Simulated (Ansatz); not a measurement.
The cluster Ba₃⁺. Total charge 1; quartet. Geometry r2SCAN/def2-TZVP; atoms count from 1.

```xyz
3

Ba   -0.8036    1.7276    1.5043
Ba   -0.7779   -2.2848    0.2604
Ba    1.5815    0.5572   -1.7647
```

In the def2 sets Ba takes a core potential; there is no spin–orbit coupling. The structure comes from a short search, and lower isomers may exist.

Estimate the Mulliken populations from the PBE0/def2-TZVP orbitals of Ansatz.


```json
{"atom": "Ba1", "charge (e)": "0.33", "spin (α − β)": "1.00"}
{"atom": "Ba2", "charge (e)": "0.33", "spin (α − β)": "1.00"}
{"atom": "Ba3", "charge (e)": "0.33", "spin (α − β)": "1.00"}
```
Mulliken values and Mayer orders depend strongly on the basis.

Where does the spin sit?

Summed by element: Ba 3.00, of 3 unpaired in all. Largest on single atoms: Ba3 1.00, Ba1 1.00, Ba2 1.00.

And the Mayer bond orders between bonded heavy atoms (over 0.3)?

Ba1–Ba2 0.97 (4.20 Å); Ba1–Ba3 0.97 (4.21 Å); Ba2–Ba3 0.97 (4.21 Å).
